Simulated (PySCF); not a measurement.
# How the method changes the shape and vibrations of GeH3NO2

All numbers below are calculated, not measured. The program is PySCF 2.14.0, an open-source quantum chemistry code, run on an isolated molecule that a program drew, which may never have been made. The molecule is GeH3NO2 (charge 0, singlet), drawn as the SMILES string `[NH]=[Ge]([OH])[OH]`.

The geometry was optimised and harmonic frequencies were computed with HF and MP2, all in the cc-pVDZ basis, for the commonest isotopes, with a restricted reference for singlets and an unrestricted one otherwise, and a frozen core in MP2. Germanium has the cc-pVDZ-PP basis, with a core potential (ECP10MDF) in place of its 10 inner electrons, and its 3s, 3p and 3d shells are frozen in MP2. Each result is a local minimum of its method.

Geometry at the HF minimum:
```xyz
7
GeH3NO2, angstrom
N    -1.8397   -0.6721   -0.1021
Ge   -0.7844    0.6311   -0.0554
O    -0.9348    2.3633    0.0656
O     0.9363    0.4294   -0.1338
H    -2.8104   -0.3976   -0.0473
H    -1.8240    2.6847    0.1206
H     1.2007   -0.4785   -0.2052
```

Lengths of the bonds as drawn, in Å (atoms numbered as above):
```
  bond     HF    MP2
N1-Ge2  1.678  1.719
Ge2-O3  1.743  1.789
Ge2-O4  1.734  1.775
 N1-H5  1.010  1.035
 O3-H6  0.947  0.971
 O4-H7  0.948  0.971
```

Rotational constants, in GHz:
```
constant     HF    MP2
       A   7.44  7.331
       B   6.09   5.71
       C  3.349   3.21
```

Harmonic frequencies in cm^-1, each column in rising order, so a row needn't be the same motion in every method:
| rank | HF | MP2 |
|---|---|---|
| 1 | 233 | 195 |
| 2 | 245 | 222 |
| 3 | 274 | 250 |
| 4 | 321 | 264 |
| 5 | 408 | 366 |
| 6 | 537 | 513 |
| 7 | 767 | 703 |
| 8 | 809 | ? |
| 9 | 906 | 870 |
| 10 | 948 | 921 |
| 11 | 1005 | 962 |
| 12 | 1026 | 986 |
| 13 | 3738 | 3466 |
| 14 | 4139 | 3830 |
| 15 | 4153 | 3832 |

**Estimate the missing MP2 frequency from the HF column.**

A single factor s that minimises the squared misfit of MP2 against s times HF over the other rows is sum(HF x MP2) / sum(HF^2) = 0.9273, with an rms misfit of 23 cm^-1. For rank 8 it gives 0.9273 x 809 = 750 cm^-1. The calculation gives 755 cm^-1, 5 cm^-1 above the estimate. The drawn bonds are on average 2.5 % longer in MP2 than in HF.
